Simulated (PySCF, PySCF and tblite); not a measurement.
A run on one conformer of C7H8OS2, numbered as in [CH3:1][S@:2](=[O:3])[c:4]1[cH:5][cH:6][cH:7][c:8]([SH:9])[cH:10]1, from an ensemble study. The sound level was PBE0/pcSseg-1 on GFN2-xTB geometries.

Input:

```
{"job": {"xc": "PBE0", "basis": "pcSseg-1", "grid": 0, "kind": "nmr", "pop": false}, "charge": 0, "multiplicity": 1}
C      2.643801    -0.031018    -0.953135
S      2.100328    -0.650334     0.706845
O      1.992467    -2.102914     0.574798
C      0.400716    -0.010941     0.502202
C      0.128410     1.332232     0.693570
C     -1.172616     1.781009     0.531203
C     -2.180352     0.896039     0.193142
C     -1.895022    -0.454641     0.020194
S     -3.211392    -1.552848    -0.400269
C     -0.593615    -0.910077     0.179334
H      3.665492    -0.362623    -1.106647
H      2.593560     1.051265    -0.951564
H      1.999188    -0.449346    -1.718210
H      0.919990     2.013673     0.965283
H     -1.405141     2.825697     0.671539
H     -3.194508     1.242454     0.066639
H     -2.470462    -2.659255    -0.409162
H     -0.329603    -1.952050     0.061983
```

Command: OMP_NUM_THREADS=1 python ens_run.py task.json out

Output:

```
final grid: 16896 points
cycle   1  E = -1142.1172227159  dE =  1.988e+00  |g| = 9.017e-01  |ddm| = 4.507e+00
cycle   2  E = -1141.4463321343  dE =  6.709e-01  |g| = 2.019e+00  |ddm| = 4.523e+00
cycle   3  E = -1142.2642781117  dE = -8.179e-01  |g| = 2.564e-01  |ddm| = 3.796e+00
cycle   4  E = -1142.2776317038  dE = -1.335e-02  |g| = 1.198e-01  |ddm| = 4.658e-01
cycle   5  E = -1142.2809337256  dE = -3.302e-03  |g| = 4.100e-02  |ddm| = 1.689e-01
cycle   6  E = -1142.2813654900  dE = -4.318e-04  |g| = 1.124e-02  |ddm| = 5.287e-02
cycle   7  E = -1142.2813987394  dE = -3.325e-05  |g| = 2.753e-03  |ddm| = 1.601e-02
cycle   8  E = -1142.2814004880  dE = -1.749e-06  |g| = 4.621e-04  |ddm| = 3.960e-03
cycle   9  E = -1142.2814005296  dE = -4.155e-08  |g| = 2.418e-04  |ddm| = 8.516e-04
cycle  10  E = -1142.2814005437  dE = -1.411e-08  |g| = 5.210e-05  |ddm| = 3.089e-04
cycle  11  E = -1142.2814005444  dE = -6.710e-10  |g| = 1.529e-05  |ddm| = 8.674e-05
converged SCF energy = -1142.2814005444

GIAO shielding tensors (ppm)
atom      isotropic    diamagn.    paramagn.     s11        s22        s33       span
  0 C      134.182     254.229    -120.047     98.981    122.804    180.759     81.778
  1 S      197.517    1053.055    -855.537     50.641    101.049    440.863    390.222
  2 O      296.578     398.585    -102.007     92.122    316.189    481.424    389.302
  3 C       25.768     267.476    -241.709    -48.011     -6.157    131.471    179.482
  4 C       64.224     253.092    -188.868    -33.431     47.038    179.064    212.494
  5 C       53.177     254.519    -201.342    -52.873     36.812    175.592    228.465
  6 C       55.691     250.841    -195.150    -46.222     44.361    168.935    215.157
  7 C       40.802     263.481    -222.678    -50.676     20.259    152.825    203.501
  8 S      499.686    1053.959    -554.273    308.098    392.662    798.299    490.201
  9 C       61.717     251.294    -189.577    -37.447     47.971    174.626    212.073
 10 H       29.018      28.418       0.600     25.822     26.338     34.894      9.073
 11 H       29.943      31.545      -1.602     25.719     29.198     34.911      9.192
 12 H       29.397      31.999      -2.603     26.198     29.214     32.778      6.580
 13 H       24.828      32.658      -7.830     21.195     24.425     28.865      7.670
 14 H       24.192      30.026      -5.834     20.576     25.303     26.697      6.120
 15 H       24.260      30.756      -6.495     19.899     23.905     28.978      9.079
 16 H       27.649      29.160      -1.511     20.149     27.535     35.264     15.115
 17 H       23.731      35.058     -11.327     18.391     21.444     31.359     12.968
```

Question: What is wrong with this calculation, and what did it do to the result?

Answer: The setting at fault: integration grid far too coarse. The calculation finished and met its thresholds. Shieldings averaged over the conformers (ppm), as run and sound:
```json
{"atoms": "C1", "as run": "134.1", "sound": "133.9"}
{"atoms": "S2", "as run": "196.7", "sound": "197.0"}
{"atoms": "O3", "as run": "296.4", "sound": "296.3"}
{"atoms": "C4", "as run": "25.6", "sound": "25.5"}
{"atoms": "C5", "as run": "64.2", "sound": "64.0"}
{"atoms": "C6", "as run": "52.6", "sound": "52.5"}
{"atoms": "C7", "as run": "55.4", "sound": "54.9"}
{"atoms": "C8", "as run": "41.8", "sound": "41.5"}
{"atoms": "S9", "as run": "500.5", "sound": "499.2"}
{"atoms": "C10", "as run": "61.8", "sound": "62.2"}
{"atoms": "H1", "as run": "29.5", "sound": "29.5"}
{"atoms": "H5", "as run": "24.5", "sound": "24.5"}
{"atoms": "H6", "as run": "24.1", "sound": "24.2"}
{"atoms": "H7", "as run": "24.3", "sound": "24.3"}
{"atoms": "H9", "as run": "27.8", "sound": "27.8"}
{"atoms": "H10", "as run": "24.0", "sound": "24.0"}
```
